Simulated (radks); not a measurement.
The bismuth ion Bi2+, 81 electrons, occupied as [Hg] 6p1 (the NIST ground configuration). Calculated with a radial shooting solver on a logarithmic mesh with Libxc functionals: scalar-relativistic Kohn-Sham, PBE, spin-unpolarised, spherical densities, finite nucleus; Fermi nuclear charge, rms radius 5.5211 fm.

Unscreened Slater integrals over Kohn-Sham orbitals (cm^-1).

integral    value
F0(6p,6p)   75446
F2(6p,6p)   41209
F0(6p,6s)   83277
G1(6p,6s)   51497
F0(6p,5d)   92597
F2(6p,5d)   29571
G1(6p,5d)   11303
G3(6p,5d)  9692.5
F0(6p,5p)   95172
F2(6p,5p)   22644
G0(6p,5p)  3852.0
G2(6p,5p)  5224.4
F0(6s,6s)   95532
F0(6s,5d)  112810
G2(6s,5d)   23463
F0(6s,5p)  117460
G1(6s,5p)  9217.3
F0(5d,5d)  161640
F2(5d,5d)   84709
F4(5d,5d)   56683
F0(5d,5p)  180140
F2(5d,5p)   91395
G1(5d,5p)  111660
G3(5d,5p)   69615
F0(5p,5p)  208110
F2(5p,5p)  112340

Derived for the open shells (J is the average intra-shell exchange parameter used in DFT+U). 6p: J = F2/5 = 8242 cm^-1.
